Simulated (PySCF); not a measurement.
CH4AlO, doublet, geometry from GFN2-xTB (such geometries of metal compounds can be far from the true shape) (the spin is typed, not shown lowest); BLYP/6-31G** (PySCF).

PySCF was given this input:
```python
from pyscf import gto, scf, dft

mol = gto.Mole()
mol.atom = '''
    Al    0.481131   -0.048777    0.114651
    C    -0.385849    1.347536   -1.098157
    H    -1.119634    1.958684   -0.566734
    H    -0.897733    0.894329   -1.950760
    H     0.378071    2.021320   -1.493836
    O    -0.206980   -1.291608    0.960098
    H    -0.644475   -1.992582    1.429023
'''
mol.basis = '6-31g**'
mol.charge = 0
mol.spin = 1
mol.verbose = 4
mol.build()

mf = dft.UKS(mol)
mf.xc = 'blyp'
mf.grids.atom_grid = (75, 302)
mf.kernel()
```

The log (banner, timings and long lists left out):

```
PySCF version 2.14.0

[INPUT] verbose = 4
[INPUT] num. atoms = 7
[INPUT] num. electrons = 31
[INPUT] charge = 0
[INPUT] spin (= nelec alpha-beta = 2S) = 1
[INPUT] symmetry False subgroup None
[INPUT] Mole.unit = angstrom
[INPUT] Symbol           X                Y                Z      unit          X                Y                Z       unit  Magmom
[INPUT]  1 Al     0.481131000000  -0.048777000000   0.114651000000 AA    0.909205820038  -0.092175171178   0.216658989908 Bohr   0.0
[INPUT]  2 C     -0.385849000000   1.347536000000  -1.098157000000 AA   -0.729148935437   2.546473982992  -2.075215971774 Bohr   0.0
[INPUT]  3 H     -1.119634000000   1.958684000000  -0.566734000000 AA   -2.115801619751   3.701376324568  -1.070972045479 Bohr   0.0
[INPUT]  4 H     -0.897733000000   0.894329000000  -1.950760000000 AA   -1.696469502984   1.690036875256  -3.686402134757 Bohr   0.0
[INPUT]  5 H      0.378071000000   2.021320000000  -1.493836000000 AA    0.714450645640   3.819741210106  -2.822940915016 Bohr   0.0
[INPUT]  6 O     -0.206980000000  -1.291608000000   0.960098000000 AA   -0.391135513262  -2.440785380297   1.814322272743 Bohr   0.0
[INPUT]  7 H     -0.644475000000  -1.992582000000   1.429023000000 AA   -1.217881244129  -3.765434260738   2.700462095704 Bohr   0.0

nuclear repulsion = 89.9949490074775
number of shells = 32
number of NR pGTOs = 133
number of NR cGTOs = 66
basis = 6-31g**
ecp = {}

******** <class 'pyscf.dft.uks.UKS'> ********
method = UKS
initial guess = minao
damping factor = 0
level_shift factor = 0
DIIS = <class 'pyscf.scf.diis.CDIIS'>
diis_start_cycle = 1
diis_space = 8
diis_damp = 0
SCF conv_tol = 1e-09
SCF conv_tol_grad = None
SCF max_cycles = 50
direct_scf = True
direct_scf_tol = 1e-13
number electrons alpha = 16  beta = 15
XC library pyscf.dft.libxc version 7.1.2
    S. Lehtola, C. Steigemann, M. J. T. Oliveira, and M. A. L. Marques,  SoftwareX 7, 1–5 (2018)
XC functionals = blyp
    A. D. Becke,  Phys. Rev. A 38, 3098 (1988)
    C. Lee, W. Yang, and R. G. Parr,  Phys. Rev. B 37, 785 (1988)
    B. Miehlich, A. Savin, H. Stoll, and H. Preuss,  Chem. Phys. Lett. 157, 200 (1989)
radial grids:
    Treutler-Ahlrichs [JCP 102, 346 (1995); DOI:10.1063/1.469408] (M4) radial grids

becke partition: Becke, JCP 88, 2547 (1988); DOI:10.1063/1.454033
pruning grids: <function nwchem_prune>
grids dens level: 3
symmetrized grids: False
atomic radii adjust function: <function treutler_atomic_radii_adjust>
User specified grid scheme (75, 302)
small_rho_cutoff = 0
Set gradient conv threshold to 3.16228e-05
tot grids = 101208
init E= -358.11114788813

cycle= 1 E= -357.870666055877  delta_E= 0.24  |g|= 0.754  |ddm|= 1.67
cycle= 2 E= -355.590495903976  delta_E= 2.28  |g|= 2.11  |ddm|= 2.14
cycle= 3 E= -358.021103813972  delta_E= -2.43  |g|= 0.38  |ddm|= 1.91
cycle= 4 E= -358.092973482346  delta_E= -0.0719  |g|= 0.198  |ddm|= 0.611
cycle= 5 E= -358.114185395835  delta_E= -0.0212  |g|= 0.0327  |ddm|= 0.213
cycle= 6 E= -358.114969731693  delta_E= -0.000784  |g|= 0.00738  |ddm|= 0.0574
cycle= 7 E= -358.115005822705  delta_E= -3.61e-05  |g|= 0.00114  |ddm|= 0.014
cycle= 8 E= -358.115006977744  delta_E= -1.16e-06  |g|= 0.000268  |ddm|= 0.00244
cycle= 9 E= -358.115007032402  delta_E= -5.47e-08  |g|= 4.44e-05  |ddm|= 0.000494
cycle= 10 E= -358.115007034155  delta_E= -1.75e-09  |g|= 1.51e-05  |ddm|= 9.03e-05
cycle= 11 E= -358.115007034352  delta_E= -1.97e-10  |g|= 6.4e-06  |ddm|= 3.14e-05
Extra cycle  E= -358.115007034357  delta_E= -5.23e-12  |g|= 7.06e-06  |ddm|= 1.63e-05
converged SCF energy = -358.115007034357  <S^2> = 0.75195969  2S+1 = 2.0019587
```
